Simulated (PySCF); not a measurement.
Isomers C5H14AlN:

A. `CC[CH2][AlH][N](C)C`
B. `C=[CH][Al@H-]([NH3+])[CH](C)C`
C. `C[N@@H+]([AlH3-])C1CCC1`

Spectrum 1. 1H NMR (300 MHz, computed): δ 3.84 (br, 3H), 2.96 (m, 1H), 2.49 (m, 1H), 2.38 (s, 3H), 2.22 (m, 1H), 1.75 (m, 1H), 1.66 (m, 1H), 1.63 (m, 1H), 1.44 (m, 1H), 0.93 (br s, 1H). 13C{1H} NMR (computed): δ 55.1 (CH), 33.8 (CH3), 33.3 (CH2), 31.3 (CH2), 15.2 (CH2).

Spectrum 2. 1H NMR (300 MHz, computed): δ 6.52 (m, 1H), 6.51 (m, 1H), 6.18 (m, 1H), 4.07 (br, 1H), 1.65 (br s, 3H), 1.07 (d, 3H), 1.00 (d, 3H), 0.25 (m, 1H). 13C{1H} NMR (computed): δ 155.6 (CH), 145.8 (CH2), 22.8 (CH3), 22.3 (CH3), 5.9 (CH).

Spectrum 3. 1H NMR (300 MHz, computed): δ 4.55 (br, 1H), 2.75 (s, 6H), 1.32 (m, 2H), 1.03 (t, 3H), 0.11 (m, 2H). 13C{1H} NMR (computed): δ 42.2 (CH3), 22.7 (CH3), 20.3 (CH2), 11.6 (CH2).

Method: NMR shieldings at PBE0/pcSseg-1/GIAO, geometry from PBE0-D3(BJ)/def2-SVP, in PySCF 2.14 (averaged over atoms made equivalent by symmetry, fast rotation or ring inversion, no solvent, one computed conformer, no relativistic terms).

Shifts are taken against calculated references (same method and geometry level): 1H (σ = 31.27 ppm), 13C (σ = 184.41 ppm) against TMS. Where no couplings were computed, multiplicities follow the n + 1 count of equivalent neighbours, and m marks all less simple cases (inequivalent or close neighbours, rings, F or P nearby). Shifts are as computed. Against solution values, carbons near 30 ppm lie about +2 ppm off and those near 130 ppm about +5 ppm. Of 1309 compounds with measured shifts, 239 miss one by over three times the rms of a fit or turn the order of signals round; such compounds aren't used in these exercises. OH and NH positions are gas-phase values without hydrogen bonding to other molecules.

Question: Which spectrum belongs to which compound?

Answer: 1–C, 2–B, 3–A.

- Spectrum 1 (C): 5 13C signals; δC 55.1 is an sp3 CH bonded to N; δC 33.8 is a methyl carbon bonded to N.
- Spectrum 2 (B): 5 13C signals; δC 155.6 is an alkene CH; δC 145.8 is a terminal =CH2 carbon.
- Spectrum 3 (A): 4 13C signals; δC 42.2 is a methyl carbon bonded to N; δC 22.7 is a methyl carbon.
